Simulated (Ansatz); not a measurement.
One change: `[SiH3]C[SiH2][TeH]` becomes `OC[SiH2][TeH]`.

Ansatz, PBE0-D4/def2-TZVP geometries, multiplicity 1. Each molecule was computed in one conformer, which needn't be the lowest.

Elements past krypton have def2 core potentials.

| property | `[SiH3]C[SiH2][TeH]` |
| --- | --- |
| HOMO–LUMO gap (ωB97M-V/def2-TZVPP) / eV | 9.79 |
| LUMO energy (PBE0/def2-TZVPP) / eV | -0.56 |
| HOMO–LUMO gap (B3LYP/def2-TZVPP) / eV | 5.47 |
| HOMO energy (B3LYP/def2-TZVPP) / eV | -6.25 |
| LUMO energy (PBE/def2-TZVPP) / eV | -1.37 |
| LUMO energy (B3LYP/def2-TZVPP) / eV | -0.78 |

(1) Give the same properties after the change, and the shifts. (Estimate.)

## Answers

(1) The calculation gave: 
| property | `OC[SiH2][TeH]` | shift |
| --- | --- | --- |
| HOMO–LUMO gap (ωB97M-V/def2-TZVPP) / eV | 9.76 | -0.03 |
| LUMO energy (PBE0/def2-TZVPP) / eV | -0.58 | -0.02 |
| HOMO–LUMO gap (B3LYP/def2-TZVPP) / eV | 5.43 | -0.04 |
| HOMO energy (B3LYP/def2-TZVPP) / eV | -6.25 | 0.00 |
| LUMO energy (PBE/def2-TZVPP) / eV | -1.38 | -0.01 |
| LUMO energy (B3LYP/def2-TZVPP) / eV | -0.81 | -0.03 |

B3LYP here is the variant with VWN-RPA as its local correlation; programs differ in this.

Spin–orbit coupling is left out; it splits and shifts lone-pair levels of the heavy atoms by tenths of an eV.
